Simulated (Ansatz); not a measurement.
`O[SiH2]/C=C/[SiH3]` + HCl → `[SiH3]/C=C/[SiH2]Cl` + H₂O at 400 K and 1 bar (ligand exchange at the Si–O bond).

Gas-phase electronic energies from Ansatz, PBE0-D4/def2-TZVP geometries. CCSD(T)/CBS is the MP2 limit (def2-TZVPP, def2-QZVPP) plus CCSD(T) − MP2 in def2-TZVPP, frozen cores. This one scheme is used for every species. Double bonds are as drawn, so ΔE can hold a change between cis and trans. One conformer a species, not always the lowest.

```csv
species,CCSD(T)/CBS energy (Eh),H − E (kJ/mol),S (J/(mol·K))
`O[SiH2]/C=C/[SiH3]`,-734.27080,272.0,415.3
HCl,-460.38127,29.6,195.4
`[SiH3]/C=C/[SiH2]Cl`,-1118.27689,238.1,417.2
H₂O,-76.37941,69.8,198.6
```

H − E and S are ideal-gas, rigid-rotor, harmonic terms from PBE0-D4/def2-TZVP, for one conformer and one mirror image of each species. 1 Eh = 2625.50 kJ/mol, R = 8.31446 J/(mol·K).

Q: By hand: ΔE, ΔH, ΔS and ΔG.

A: ΔE = (-1118.27689) + (-76.37941) − (-734.27080) − (-460.38127) = -0.00423 Eh = -11.1 kJ/mol. Δ(H − E) = 238.1 + 69.8 − 272.0 − 29.6 = 6.3, so ΔH = -4.8 kJ/mol. ΔS = 417.2 + 198.6 − 415.3 − 195.4 = 5.1 J/(mol·K). ΔG = -4.8 − 400 × (5.1)/1000 = -6.8 kJ/mol.

Q: By hand: the equilibrium constant, and the temperature at which ΔG would vanish if ΔH and ΔS stayed fixed.

A: log₁₀ K = −ΔG/(RT ln 10) = 0.9. ΔH and −TΔS have one sign here, so there is no such temperature. One of them is within its doubt of zero, so this could turn.

TΔS isn't small against ΔH here. A doubt of 5 kJ/mol in ΔE shifts log₁₀ K by 0.7 here. Other conformers and mirror images would add mixing entropy, several J/(mol·K) or more a flexible species. Modes under 60 cm⁻¹, often nearly free rotors, make the harmonic entropy too high. These are equilibria of isolated gas molecules and say nothing of rates. Largest T1 diagnostic: 0.012 (customary marks: 0.02 for closed shells, 0.045 for open ones).
